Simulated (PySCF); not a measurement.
Compound: C5H5O2S (doublet state).
Z-matrix (Å and degrees, GFN2-xTB geometry), rows numbered from 1:
```
C 
S   1  1.8147
C   2  1.7337  1   96.71
C   3  1.3362  2  131.02  1    18.61
C   4  1.4732  3  108.34  2  -178.88
C   5  1.5405  4  101.37  3    -9.36
O   6  1.1933  5  127.18  4  -173.77
O   6  1.3454  5  108.89  4     5.17
H   1  1.0846  2  107.73  3  -157.96
H   1  1.0883  2  107.44  3   -37.86
H   1  1.0858  2  109.69  3    81.92
H   5  1.0903  4  114.01  3  -128.74
H   5  1.0923  4  113.33  3   107.31
```

The hyperfine couplings belong to this conformer and change with its torsions.

The species is `CSC1=[C]CC(=O)O1` [radical].

Method: UKS B3LYP, pcH-1 on C H O S, non-relativistic, mean-field spin-orbit, GIAO in PySCF 2.14.0. One conformer (not necessarily the lowest) at the GFN2-xTB geometry, without solvent, vibrations or thermal averaging. A GFN2-xTB geometry isn't a minimum of the functional, and hyperfine couplings can be far from their values at a DFT geometry. Stability of the SCF solution: not tested.

Computed for the main isotopes (class means, splittings of 0.05 mT or more): g = 2.0027; H12/H13 1H +12.6 MHz (0.45 mT); H9/H10/H11 1H +2.4 MHz (0.09 mT); 12 first-order lines, 1.15 mT wide.

Q: What changes when 1H at H12/H13 is replaced by 2H at both sites?

A: The spin density stays the same (vibrational effects aside), so a scales with the nuclear g factor: 0.85744/5.58569 = 0.1535, so a goes from +12.6 to +1.9 MHz (0.069 mT). The spin goes from 1/2 to 1, so the 1:2:1 triplet becomes a 1:2:3:2:1 quintet. The spectrum then has 20 first-order lines over 0.53 mT.

Lines, offset from centre (mT) (relative intensity): -0.27 (1), -0.20 (2), -0.18 (3), -0.13 (3), -0.11 (6), -0.10 (3), -0.06 (2), -0.04 (9), -0.03 (6), -0.01 (1), +0.01 (1), +0.03 (6), +0.04 (9), +0.06 (2), +0.10 (3), +0.11 (6), +0.13 (3), +0.18 (3), +0.20 (2), +0.27 (1)

Q: Give position and intensity of the satellites from 13C at C4.

A: a = +456.0 MHz, or 16.27 mT in magnitude, and I = 1/2, so to first order each main line has two satellites, at ±8.13 mT. The isotope's abundance is about 1.07 %, shared among 2 lines, so each has 0.54 % of the main line's intensity. At 340 mT second-order shifts move them to lower field by up to 0.19 mT.

Q: Where do the 13C satellites of C6 appear, and how strong are they?

A: a = +67.1 MHz, or 2.39 mT in magnitude, and I = 1/2, so to first order each main line has two satellites, at ±1.20 mT. The isotope's abundance is about 1.07 %, shared among 2 lines, so each has 0.54 % of the main line's intensity.

Nuclei that the bonding pattern makes equivalent are averaged, as if the motion that swaps them (rotation, inversion, ring flip) were fast. The three 1H nuclei of mean +2.4 MHz run from -0.1 to 6.2 MHz in the frozen geometry. The 1H value of +12.6 MHz is a mean of couplings from 1.4 to 23.8 MHz in this one geometry, not an average over conformers.

Time: 96 s (with the writing of density and orbital grids); peak memory 1.0 GiB. Hardware: one thread of an Arm Neoverse V1, shared host with 32 logical CPUs at a one-minute load of 26.
